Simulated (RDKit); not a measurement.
RDKit input (UFF):

```python
from rdkit import Chem
from rdkit.Chem import AllChem, rdDetermineBonds

mol = Chem.MolFromXYZFile('mol.xyz')
rdDetermineBonds.DetermineBonds(mol, charge=-1)
print('SMILES', Chem.MolToSmiles(Chem.RemoveHs(mol)))
ff = AllChem.UFFGetMoleculeForceField(mol)
e0 = ff.CalcEnergy()
flag = ff.Minimize(maxIts=5000, forceTol=1e-5)
print(f'energy {e0:.4f} -> {ff.CalcEnergy():.4f} kcal/mol, converged: {flag == 0}')
print(Chem.MolToXYZBlock(mol))
```
mol.xyz:
```
15

C      2.35252700    -0.61456600    -0.21027400
Si     0.88043700     0.63761200    -0.34942900
B     -0.85068200     0.02424500     0.18107900
C     -2.03370300     1.04320600     0.54905100
C     -1.31155700    -1.50583000     0.03190000
H      2.76154200    -0.68684300     0.80270800
H      3.17747400    -0.36257700    -0.88368400
H      1.99787900    -1.61072100    -0.49352500
H      1.35048900     1.90715100     0.32225700
H     -2.88420900     0.96612400    -0.14580700
H     -2.44032600     0.79688700     1.54176700
H     -1.72582000     2.09253500     0.57762100
H     -0.52051800    -2.18833900    -0.29305200
H     -1.67881100    -1.87608500     1.00115600
H     -2.15400500    -1.62279200    -0.66689200
```

Output:

```
[03:33:46] UFFTYPER: Warning: hybridization set to SP3 for atom 1
SMILES C[SiH]=[B-](C)C
energy 19.9733 -> -1.2816 kcal/mol, converged: True
15

C      2.213980   -0.667874    0.267807
Si     0.804936    0.551037    0.383294
B     -0.855155    0.014036    0.112461
C     -2.046418    1.066269    0.214576
C     -1.142841   -1.514869   -0.230578
H      2.067523   -1.473294    1.016484
H      3.171860   -0.145538    0.467898
H      2.237852   -1.109050   -0.749770
H      1.077349    1.960537    0.700235
H     -3.020290    0.572208    0.018773
H     -2.066465    1.508764    1.232194
H     -1.896245    1.872772   -0.532921
H     -0.612498   -1.793062   -1.164980
H     -0.782694   -2.157021    0.599902
H     -2.230175   -1.684909   -0.370500
```

The dipole moment of an ion depends on the origin.

The geometry given is a B3LYP-D3(BJ)/def2-TZVP minimum.
